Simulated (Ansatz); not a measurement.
Reaction (cleavage of the Ge–Al bond): `[CH3][AlH][GeH3]` + NH₃ → `[NH2][GeH3]` + `[CH3][AlH2]`

Program: Ansatz. Geometries: PBE0-D4/def2-TZVP. ΔE: electronic, gas phase. CCSD(T)/CBS adds triple-zeta CCSD(T) − MP2 to the extrapolated MP2 energy (def2 sets, frozen cores). This one scheme is used for every species. DFT in def2-TZVPP. HSE06 is defined as in plane-wave codes. For Ge outer-core shells are correlated without core-valence functions, which leaves a few kJ/mol of doubt a bond. Scalar relativity is left out up to krypton.

| level | ΔE (kcal/mol) | difference from CCSD(T)/CBS |
| --- | --- | --- |
| LDA (SPW92) | 11.4 | 2.3 |
| PBE-D4 | 11.6 | 2.5 |
| r2SCAN-D4 | 9.8 | 0.7 |
| B97M-V | 5.9 | -3.2 |
| r2SCANh-D4 | 9.8 | 0.7 |
| r2SCAN0-D4 | 9.7 | 0.6 |
| B2PLYP | 7.7 | -1.4 |
| PBE | 11.4 | 2.3 |
| revPBE | 11.2 | 2.1 |
| r2SCAN | 9.7 | 0.6 |
| HSE06 | 10.6 | 1.5 |
| BHLYP | 7.1 | -2.0 |
| RPA@PBE/def2-TZVPP | 7.1 | -2.0 |
| CCSD/def2-SVP | 6.4 | -2.7 |
| MP2/def2-TZVPP | 7.0 | -2.1 |
| MP2/def2-QZVPP | 7.5 | -1.6 |
| CCSD(T)/CBS | 9.1 | 0 |

Largest T1 diagnostic among the species: 0.011.

At CCSD(T), def2-SVP lies −2.5 kcal/mol from the extrapolated value and def2-TZVPP −0.9 kcal/mol. From BLYP to BHLYP (50 % exact exchange), in def2-TZVPP and without D4, ΔE moves by −1.8 kcal/mol. Leaving LDA and LC-ωPBE aside and taking each functional with its dispersion term where it has one, the values spread over 5.6 kcal/mol, from B97M-V to PBE-D4.
